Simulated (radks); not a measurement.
Question: The mean radii <r> (bohr) of the occupied orbitals of an atom or ion are listed with their occupations. Calculated with a radial shooting solver on a logarithmic mesh with Libxc functionals: scalar-relativistic Kohn-Sham, SCAN, spin-polarised, spherical densities, finite nucleus; meta-GGA in the generalised Kohn-Sham scheme; Fermi nuclear charge, rms radius of each element as measured or else 0.836 A^(1/3) + 0.57 fm.

| orbital | occ. | <r> |
|---|---|---|
| 1s up | 1 | 0.02842 |
| 1s down | 1 | 0.02842 |
| 2s up | 1 | 0.1225 |
| 2s down | 1 | 0.1225 |
| 2p up | 3 | 0.1071 |
| 2p down | 3 | 0.1071 |
| 3s up | 1 | 0.3297 |
| 3s down | 1 | 0.3297 |
| 3p up | 3 | 0.3283 |
| 3p down | 3 | 0.3283 |
| 3d up | 5 | 0.3054 |
| 3d down | 5 | 0.3054 |
| 4s up | 1 | 0.7914 |
| 4s down | 1 | 0.7917 |
| 4p up | 3 | 0.8514 |
| 4p down | 3 | 0.8506 |
| 4d up | 5 | 1.015 |
| 4d down | 5 | 1.005 |
| 5s up | 1 | 1.941 |

Name the element and its charge. Open shells, if any, are filled with parallel spins first.

Answer: Z = 51, antimony, charge +4: Sb4+ in [Kr] 4d10 5s1. The 1s radius gives Z: for a bare nucleus <r> = (2 gamma + 1)/(2Z) with gamma = sqrt(1 - (Z/c)^2), 0.028 bohr for Z = 51, and screening makes it slightly larger (0.02842 here). The occupations add up to 47, and the charge is Z minus that.
